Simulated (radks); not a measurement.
The numbers below are computed, except where a source is named.
All-electron atom: Yb2+ in [Xe] 4f14 (the NIST ground configuration).

Level of theory: Dirac Kohn-Sham, PBE, spin-unpolarised, spherical densities, finite nucleus; Fermi nuclear charge, rms radius 5.3108 fm (a radial shooting solver on a logarithmic mesh with Libxc functionals).

Energy parts (eV):
total: -382961.98
kinetic: 425321.98
electron-nucleus: -949928.34
Hartree: 149653.22
exchange-correlation: -8008.84

Orbitals (lengths in bohr, moments of r in powers of bohr; <r^-3> diverges for s and p1/2; r(max) is where P^2 peaks; r(90%) holds 90 % of the orbital's charge):
orbital  occ.  eigenvalue (eV)      <r^2>   r(max)  <r^-3>  r(90%)
1s1/2       2        -61164.80  0.0005300  0.01237       -  0.0357
2s1/2       2        -10369.12   0.008153  0.07077       -   0.129
2p1/2       2        -9892.197   0.005860  0.05296       -   0.114
2p3/2       4        -8845.183   0.007072  0.05938   13470   0.124
3s1/2       2        -2348.315    0.05360   0.1997       -   0.318
3p1/2       2        -2137.566    0.04945   0.1874       -   0.310
3p3/2       4        -1915.329    0.05619   0.2008    2976   0.329
3d3/2       4        -1556.236    0.04401   0.1581   509.4   0.301
3d5/2       6        -1507.679    0.04587   0.1618   441.4   0.307
4s1/2       2        -473.6491     0.2690   0.4556       -   0.702
4p1/2       2        -388.3229     0.2800   0.4569       -   0.722
4p3/2       4        -338.0391     0.3176   0.4853   673.2   0.769
4d3/2       4        -197.6428     0.3562   0.4860   99.11   0.833
4d5/2       6        -188.4909     0.3711   0.4952   84.20   0.850
4f5/2       6         -18.3530     0.8086   0.4807   12.70    1.35
4f7/2       8         -17.0333     0.8610   0.4863   12.04    1.39
5s1/2       2         -69.5754      1.646    1.072       -    1.75
5p1/2       2         -46.5284      2.114    1.170       -    2.01
5p3/2       4         -40.3985      2.482    1.261   80.00    2.18

The highest occupied level is 4f7/2 at -17.033 eV. The density falls to 0.001 e/bohr^3 at r = 3.30 bohr.
